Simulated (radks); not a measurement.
Values are calculated unless marked as measured or tabulated.
Species: the chromium ion Cr+. Configuration: [Ar] 3d5. Code: a radial shooting solver on a logarithmic mesh with Libxc functionals. Model: scalar-relativistic Kohn-Sham, r2SCAN, spin-polarised, spherical densities, finite nucleus; open shells are filled with parallel spins first; meta-GGA in the generalised Kohn-Sham scheme; Fermi nuclear charge, rms radius 3.6452 fm.

Radial electron density D(r) = 4 pi r^2 rho(r):

r (bohr)  D(r) (e/bohr)   spin D(r)
0.002774         0.8641  -0.0000910
0.003641          1.416   -0.000149
0.004817          2.323   -0.000244
0.006374          3.741   -0.000394
0.008367          5.810   -0.000611
0.01107           8.859   -0.000933
0.01453           12.83    -0.00136
0.01923           17.80    -0.00191
0.02544           23.02    -0.00254
0.03339           27.11    -0.00324
0.04418           28.76    -0.00414
0.05845           27.05    -0.00558
0.07673           23.58    -0.00754
0.1015            21.92    -0.00691
0.1343            25.11      0.0122
0.1763            30.30      0.0909
0.2333            30.41       0.315
0.3062            22.34       0.772
0.4051            12.71        1.55
0.5361            10.51        2.53
0.7036            13.12        3.32
0.931             12.45        3.42
1.232             7.736        2.79
1.617             3.495        1.86
2.139             1.272       0.980
2.831            0.4211       0.395
3.715            0.1167       0.116
4.916           0.01976      0.0197
6.453          0.001834     0.00183

D(r) has 3 maxima, at r = 0.0442, 0.205, 0.787 bohr, and minima at 0.0983, 0.499 bohr, inside which lie 2.13, 10.56 electrons.
